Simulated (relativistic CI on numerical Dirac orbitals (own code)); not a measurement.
## Ba II: calculation against measurement

Calculated at this level of theory: Dirac-Coulomb-Breit CI, orbitals from a KLI potential per configuration, a model potential for QED, valence Slater integrals scaled by 0.85, P86 correlation estimate, and configurations built on the next ion tied to the tabulated ionisation energy (semi-empirical) (own radial code, finite nucleus).

Configuration list (outside the closed core [Xe]): 6s, 5d, 6p, 7s, 6d, 4f, 7p, 5f, 6f, 8s, 7d, 8p, 8d, 5g. Levels of other configurations are missing.

```csv
Configuration,Term (tabulated),J,Measured (cm⁻¹),Computed,Error,Purity (%)
6s,2S,1/2,0.0,0,0,100
5d,2D,3/2,4873.9,6233,1359,100
5d,2D,5/2,5674.8,6711,1036,100
6p,2P°,1/2,20261.6,21260,999,100
6p,2P°,3/2,21952.4,22624,672,100
7s,2S,1/2,42355.2,42602,247,100
6d,2D,3/2,45949.5,45751,-199,100
6d,2D,5/2,46154.8,45932,-223,100
4f,2F°,5/2,48258.6,53200,4941,93
4f,2F°,7/2,48483.3,53431,4948,96
7p,2P°,1/2,49389.8,49776,386,100
7p,2P°,3/2,50011.3,50275,264,100
```

Measured levels from NIST Handbook of Basic Atomic Spectroscopic Data (Sansonetti and Martin, J. Phys. Chem. Ref. Data 34, 1559 (2005)); pairs were made by configuration, J and term (by order where the table uses no LS term), so strongly mixed levels may be paired wrongly.

Mean error by configuration (cm⁻¹): 5d 1198; 6p 835; 7s 247; 6d -211; 4f 4945; 7p 325. Over the excited levels the mean absolute error is 1388 cm⁻¹ (11 of the 11 excited levels that our extract of the source holds in range could be paired), and the median relative error of those above 1,000 cm⁻¹ is 3.1 %.

Transition probabilities of persistent lines. The last column rescales the computed rate by the cube of measured over computed energy:

| λ measured (Å) | Lower | Upper | A tabulated (s⁻¹) | A computed | A rescaled |
| --- | --- | --- | --- | --- | --- |
| 3891.78 air | 6p ²P°1/2 | 6d ²D3/2 | 2.17e+08 | 2.02e+08 | 2.33e+08 |
| 4130.65 air | 6p ²P°3/2 | 6d ²D5/2 | 2.18e+08 | 2.29e+08 | 2.56e+08 |
| 4554.03 air | 6s ²S1/2 | 6p ²P°3/2 | 1.11e+08 | 1.71e+08 | 1.56e+08 |
| 4934.08 air | 6s ²S1/2 | 6p ²P°1/2 | 9.53e+07 | 1.44e+08 | 1.24e+08 |
| 6141.71 air | 5d ²D5/2 | 6p ²P°3/2 | 4.12e+07 | 4.48e+07 | 4.80e+07 |
| 6496.90 air | 5d ²D3/2 | 6p ²P°1/2 | 3.10e+07 | 4.27e+07 | 4.58e+07 |
